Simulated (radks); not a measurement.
Charge is removed step by step from the 2p down level of Cl, starting from [He] 2s2 2p(up 3, down 3) 3s2 3p5. Method: non-relativistic Kohn-Sham, PBE, spin-polarised, spherical densities, point nucleus; open shells are filled with parallel spins first; computed with a radial shooting solver on a logarithmic mesh with Libxc functionals.

removed (e),E - E(0) (eV),eigenvalue (eV),E minus straight line (eV)
0,0.000,-191.43,0.000
0.125,24.191,-195.64,-1.910
0.25,48.914,-199.92,-3.290
0.375,74.175,-204.27,-4.130
0.5,99.983,-208.66,-4.424
0.625,126.34,-213.12,-4.165
0.75,153.26,-217.63,-3.346
0.875,180.75,-222.19,-1.959
1,208.81,-226.80,0.000

Removing the whole electron costs 208.81 eV by Delta-SCF, against 191.43 eV from minus the eigenvalue at the starting occupation. Slater's transition state (half an electron removed) gives 208.66 eV. Integrating minus the eigenvalue over the occupation (Janak's theorem) gives 208.81 eV. The mean slope of the eigenvalue, de/dn, is 35.4 eV per electron.
